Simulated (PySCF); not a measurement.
Sn(Br)2(Vi)2, SMILES C=[CH][Sn]([Br])([Br])[CH]=C (CAM-B3LYP/def2-SVP optimised geometry):

```
13

C     -1.814    -3.067    -1.333
C     -1.095    -1.970    -1.561
Sn    -0.410    -0.704     0.000
Br     2.092    -0.704     0.000
Br    -1.181    -1.763     2.131
C     -0.993     1.339     0.000
C     -0.113     2.337    -0.029
H     -2.092    -3.383    -0.323
H     -2.155    -3.704    -2.157
H     -0.826    -1.687    -2.585
H     -2.068     1.549     0.031
H      0.967     2.162    -0.051
H     -0.440     3.383    -0.028
```

Computed with PySCF 2.14.0 with CAM-B3LYP/def2-TZVP, def2 effective core potentials past Kr.

What are the frontier orbital energies and the dipole moment?

HOMO-2 -9.58 eV, HOMO-1 -9.50 eV, HOMO -9.42 eV, LUMO -0.60 eV, LUMO+1 0.15 eV; dipole moment 3.41 D.

On the same geometry PBE/def2-TZVP, def2 effective core potentials past Kr (PySCF 2.14.0) gives HOMO-2 -7.01 eV, HOMO-1 -6.94 eV, HOMO -6.87 eV, LUMO -2.48 eV, LUMO+1 -1.89 eV; dipole moment 3.27 D.
